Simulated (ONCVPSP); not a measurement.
Configuration tests for calcium (ONCV)

calcium (Ca), optimised norm-conserving Vanderbilt (ONCV), made with ONCVPSP 4.0.1 (PBE, scalar-relativistic). Core [Ne], reference 3s2 3p6 4s1 4p1. Waves: 3s+4s: rc 1.55 bohr, ncon 3, nbas 6, qcut 8.5 1/bohr, 2 projectors; 3p+4p: rc 1.80 bohr, ncon 5, nbas 8, qcut 8.1 1/bohr, 2 projectors; d scattering state at 0.09 Ha: rc 1.85 bohr, ncon 3, nbas 6, qcut 6.2 1/bohr, 2 projectors, debl 2 Ha. Local part: polynomial inside 1.00 bohr (lpopt 5, dvloc0 0 Ha). Core correction: Teter function fitted to the true core (icmod 2), fcfact 0.45.

In the d channel the program set the typed energies aside and used -0.111, 1.889 Ha.

Energies are relative to the spin-unpolarised reference configuration 3s2 3p6 4s1 4p1; without spin polarisation the order of configurations can differ from experiment.

| valence configuration | charge | ΔE all-electron (eV) | error AE − PS (meV) |
| --- | --- | --- | --- |
| 3s2 3p6 4s1 4p0 | +1 | 3.888 | -0.1 |
| 3s2 3p6 4s0 4p0 | +2 | 15.708 | -0.5 |
| 3s2 3p6 4s0 4p1 | +1 | 6.936 | -0.2 |

What are ΔE and the potential's error for 3s2 3p6 4s2 4p0?

ΔE = -2.422 eV all-electron; the error (AE − PS) is 0.0 meV.
